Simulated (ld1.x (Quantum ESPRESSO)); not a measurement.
## Reading a pseudo-wave (Pb (Z = 82))

Columns: radius, all-electron u(r) and pseudo u(r) of the 6p shell (level -3.50 eV) of lead in the configuration [Xe] 4f14 5d10 6s2 6p2; PBE, scalar-relativistic, TM semilocal scheme, ld1.x (Quantum ESPRESSO) 7.5.

```tsv
r (bohr)	all-electron	pseudo
0.120	-0.1107	0.0017
0.240	0.0887	0.0067
0.360	0.1459	0.0153
0.480	-0.0111	0.0276
0.600	-0.1723	0.0440
0.720	-0.2516	0.0648
0.840	-0.2476	0.0904
0.960	-0.1854	0.1211
1.080	-0.0916	0.1572
1.200	0.0141	0.1985
1.320	0.1189	0.2445
1.440	0.2158	0.2940
1.560	0.3014	0.3452
1.680	0.3744	0.3961
1.800	0.4349	0.4440
1.920	0.4839	0.4869
2.040	0.5222	0.5229
2.160	0.5512	0.5513
2.280	0.5721	0.5721
2.400	0.5859	0.5859
2.520	0.5937	0.5937
2.640	0.5964	0.5964
2.760	0.5948	0.5948
2.880	0.5897	0.5897
3.000	0.5816	0.5816
3.120	0.5712	0.5712
```

Problem. How many radial nodes do the two functions have?

Solution. The all-electron 6p function has n − l − 1 = 4 (the table is too coarse to show those close to the nucleus); the pseudo-wave has 0, since the states of the same l below it are removed with the core.

Problem. At about which radius was the pseudo-wave matched?

Solution. 2.40 bohr. The columns agree to 0.0005 from 2.16 bohr on; several derivatives are matched, so the curves merge somewhat inside the radius.

Problem. Is the pseudo-wave norm-conserving?

Solution. Yes: the TM semilocal scheme keeps the norm inside the radius equal to the all-electron one, which fixes the energy derivative of the logarithmic derivative at the level.
